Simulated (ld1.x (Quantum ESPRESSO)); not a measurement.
## oxygen (O), TM: configuration errors across variants

```
Element                 : O
Generator               : ld1.x (Quantum ESPRESSO) 7.5
Type                    : norm-conserving Troullier–Martins (Kleinman–Bylander form)
Functional              : PBEsol
Relativity              : non-relativistic
Frozen core             : [He]
Valence charge          : 6
Reference configuration : 2s2 2p3.5 (charge +0.5)
Partial waves           : 2s (bound): rc 0.90 bohr; 2p (bound): rc 1.45 bohr; 3d channel at -0.05 Ry: rc 1.40 bohr
Local potential         : all-electron potential smoothed inside 0.80 bohr (lloc = -1)
Core correction         : Bessel-smoothed model core, default radius (core density twice the valence density)
```

All-electron excitation energies from the reference (eV): (1) 2s2 2p4 -6.258; (2) 2s2 2p3 10.110; (3) 2s2 2p2 43.595; (4) 2s2 2p4.3 -8.367; (5) 2s1 2p4 25.189; (6) 2s2 2p1 97.305; (7) 2s1 2p5 8.543.

The default core radius of the base comes out at 0.34 bohr.

3 further variants failed, have other tests or another functional or relativity, and are left out.

Errors AE − PS in meV (a dash: test not solved or not reliable):

```csv
change,(1),(2),(3),(4),(5),(6),(7),bound ghosts
base,+1.8,+5.5,+110,+2.8,-12,+563,+31,none
wave 2s (bound): rc 0.90 bohr becomes 2s (bound): rc 1.20 bohr,+2.4,+6.8,+131,+4.1,-17,+657,+39,none
wave 3d channel at -0.05 Ry: rc 1.40 bohr becomes 3d channel at -0.05 Ry: rc 0.90 bohr,+1.8,+5.5,+110,+2.8,-12,+563,+31,none
"all radii but the core radius scaled by about 0.91 (s 0.82, p 1.32, d 1.28 bohr); local potential all-electron potential smoothed inside 0.72 bohr (lloc = -1)",+1.0,+3.3,+69,+1.6,-2.7,+368,+22,none
local potential the s channel,+1.7,+5.4,+108,+2.7,-12,+555,+31,none
wave 3d channel at -0.05 Ry: rc 1.40 bohr becomes 3d channel at -0.16 Ry: rc 1.40 bohr,+1.8,+5.5,+110,+2.8,-12,+563,+31,none
core correction Bessel-smoothed model core inside 0.34 bohr,+1.8,+5.5,+110,+2.8,-12,+563,+31,none
local potential all-electron potential smoothed inside 1.38 bohr (lloc = -1),+0.3,+3.1,+81,-0.3,-14,+463,+30,none
```

(1) Give the same row for: wave 2p (bound): rc 1.45 bohr becomes 2p (bound): rc 1.28 bohr.

## Answers

(1) +1.0, +3.1, +65, +1.6, -1.0, +345, +23; bound ghosts: none.
